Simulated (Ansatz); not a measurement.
C$_{5}$H$_{12}$Cl$_{2}$Si$_{2}$ (`C[SiH](C)/C=C/[Si](C)(Cl)Cl`), relaxed with RKS PBE-D4/def2-SVP in Ansatz from a rough embedded geometry. The force threshold is 0.03 eV/Å; the program also tests the step.

Charge 0, multiplicity 1.

Start:

```xyz
21

C    -2.320   -0.758   -1.738
Si   -1.848   -0.008   -0.123
C    -2.519    1.718   -0.011
C     0.041    0.029    0.074
C     0.680   -0.633    1.000
Si    2.498   -0.712    1.234
C     3.532    0.196   -0.004
Cl    2.821    0.032    3.139
Cl    2.970   -2.729    1.287
H    -1.952   -0.265   -2.576
H    -1.995   -1.852   -1.785
H    -3.436   -0.821   -1.790
H    -2.449   -0.832    1.010
H    -2.100    2.322   -0.810
H    -3.575    1.753   -0.075
H    -2.189    2.175    0.984
H     0.499    0.535   -0.725
H     0.165   -1.222    1.791
H     4.595    0.089    0.187
H     3.261    1.204   -0.039
H     3.321   -0.219   -1.031
```

```
step  energy (eV)  largest force (eV/Å)  largest move (Å)
   1  -46142.1962                 2.634             0.000
   2  -46142.6822                 1.073             0.111
   3  -46142.7455                 0.446             0.103
   4  -46142.7578                 0.218             0.071
   5  -46142.7675                 0.077             0.043
   6  -46142.7682                 0.010             0.019
```

End:

```xyz
21

C    -2.346   -0.799   -1.762
Si   -1.868   -0.025   -0.103
C    -2.487    1.760   -0.010
C     0.011   -0.065    0.104
C     0.658   -0.715    1.104
Si    2.513   -0.741    1.286
C     3.435    0.194   -0.045
Cl    3.007    0.061    3.150
Cl    3.147   -2.731    1.286
H    -1.904   -0.231   -2.606
H    -1.992   -1.848   -1.833
H    -3.448   -0.799   -1.891
H    -2.447   -0.834    1.032
H    -2.050    2.375   -0.823
H    -3.591    1.797   -0.111
H    -2.216    2.229    0.958
H     0.620    0.480   -0.646
H     0.066   -1.265    1.861
H     4.526    0.122    0.131
H     3.150    1.266   -0.037
H     3.214   -0.232   -1.045
```

It took 21 s on 6 threads of an AMD EPYC 7R13 on a shared host and a share of an NVIDIA H100 80 GB, with 0.88 GiB of host memory at the peak.
